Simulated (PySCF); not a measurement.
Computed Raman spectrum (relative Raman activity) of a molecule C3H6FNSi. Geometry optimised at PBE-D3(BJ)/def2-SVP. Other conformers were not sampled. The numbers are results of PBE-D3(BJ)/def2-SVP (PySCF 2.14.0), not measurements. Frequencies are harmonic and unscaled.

Lines under 2 % of the strongest are left out, and lines within 2 cm⁻¹ are merged.

ν (cm⁻¹): 404 (vw), 476 (vw), 547 (w), 583 (w), 633 (vw), 649 (w), 721 (w), 766 (vw), 900 (vw), 919 (w), 1056 (vw), 1250 (vw), 1276 (w), 1315 (w), 1369 (w), 1617 (vw), 2156 (vs), 2173 (s), 2936 (s), 3006 (s), 3038 (vs), 3086 (m) (against the strongest line: vs over 80 %, s over 45 %, m over 15 %, w over 4 %, vw less)

Problem. Identify the compound among the candidates.
A. F[C@H]1C[SiH2]C=N1
B. C[Si@@H]1C=N[C@@H]1F
C. NC(F)=C=C[SiH3]
D. NC=C=C[SiH2]F

Solution. A, F[C@H]1C[SiH2]C=N1
